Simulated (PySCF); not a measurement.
**UHF on O⁻ (oxygen, charge -1)**

Configuration: [He] 2s2 2p5, 2P determinant. Computed with PySCF 2.14 in aug-cc-pVQZ with one added diffuse shell each of s, p, d, f, g type (7s6p5d4f3g, 105 functions), with no relativity, point nucleus.

```json
{
 "Total energy": "-74.796655 hartree",
 "One-electron energy": "-106.8515 hartree",
 "Hartree (Coulomb) energy": "40.4360 hartree",
 "Exchange energy": "-8.3812 hartree",
 "Kinetic energy": "74.79273 hartree",
 "⟨S²⟩": "0.7731",
 "⟨L²⟩": "2.027",
 "Sum of ⟨r⟩": "10.18 bohr",
 "Sum of ⟨r²⟩": "19.25 bohr²",
 "Traceless quadrupole moment −½Σ⟨3z² − r²⟩ along its main axis": "1.66 e·bohr²",
 "Density at the nucleus (Gaussians lack the cusp)": "305 bohr⁻³",
 "Spin density at the nucleus": "0.0982 bohr⁻³",
 "Langevin diamagnetic susceptibility": "-15.2 ×10⁻⁶ cm³/mol"
}
```

| shell | electrons | mean orbital energy (eV) | spread (eV) | rms radius, mean of both spins (bohr) |
| --- | --- | --- | --- | --- |
| 1s α | 1 | -550.36 | 0 | 0.231 |
| 1s β | 1 | -549.24 | 0 | 0.231 |
| 2s α | 1 | -24.780 | 0 | 1.32 |
| 2s β | 1 | -19.859 | 0 | 1.32 |
| 2p α | 3 | -4.825 | 2.523 | 1.77 |
| 2p β | 2 | -2.174 | 0 | 1.77 |

Spin-orbit constants ζ (cm⁻¹) from the X2C one-electron operator on these orbitals (non-relativistic here): bare nucleus, nucleus screened by l(l+1)(2l+1)/3 electrons, and screened by the Breit-Pauli mean field of the electrons.

```tsv
shell	bare	screened nucleus	mean field
2p	208.8	156.6	133.5
```

To first order the Landé constant is A = -133.5 cm⁻¹, so the lowest level has J = 3/2 and lies 0.00828 eV below the centre of the term.
